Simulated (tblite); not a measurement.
C₄H₄F₄O.
Bonds: C1–C2 (double), C2–O3, O3–C4, C4–F5, C2–C6, C6–F7, C6–F8, C6–F9. Hydrogens: H10, H11 on C1; H12, H13 on C4.

The geometry is computed with GFN2-xTB (gas phase).

Task: What internal coordinates does the optimisation give?

Result: 
```
               bond  length (Å)   order
              C1=C2       1.325  double
              C2–O3       1.355  single
              O3–C4       1.395  single
              C4–F5       1.346  single
              C2–C6       1.519  single
C6–F7, C6–F8, C6–F9       1.338  single
             C1–H10       1.073  single
             C1–H11       1.073  single
     C4–H12, C4–H13       1.102  single
```

Bonds in one row agree within 0.01 Å and their mean is given. Orders are formal, as drawn. A selection of angles:
```
     angle  degrees
 C2–C1–H10    122.7
 C2–C1–H11    120.1
H10–C1–H11    117.2
  C1–C2–O3    128.9
  C1–C2–C6    122.1
  O3–C2–C6    109.0
  C2–O3–C4    117.7
  O3–C4–F5    106.6
 O3–C4–H12    111.6
 F5–C4–H12    107.8
H12–C4–H13    111.2
  C2–C6–F7    112.1
  F7–C6–F8    106.7
```

Torsions: C1–C2–O3–C4 -1° (synperiplanar); C2–O3–C4–F5 180° (antiperiplanar); C1–C2–C6–F7 -3° (synperiplanar). The mirror-image conformer, all signs reversed, is as good.

O3 (ether oxygen) is bent (angle 117.7°). The C–C distances run from 1.325 Å (C1=C2, drawn double) to 1.519 Å (C2–C6, drawn single), a spread of 0.194 Å. The C–O distances run from 1.355 Å (C2–O3, drawn single) to 1.395 Å (O3–C4, drawn single), a spread of 0.040 Å. Of the pairs four or more bonds apart, F7···H11 is among the closest relative to their van der Waals radii: 2.38 Å, 89 % of the sum of Bondi's values.

Point group: near Cs, missed by 0.10 Å at most; the miss may be what the optimiser left on a soft mode. Its GFN2-xTB frequencies are all real (lowest 22 cm⁻¹). One conformer, not necessarily the lowest. 2 starts were optimised and ended at 0.00 and 1.37 kcal/mol (GFN2-xTB); the lowest of these is shown.
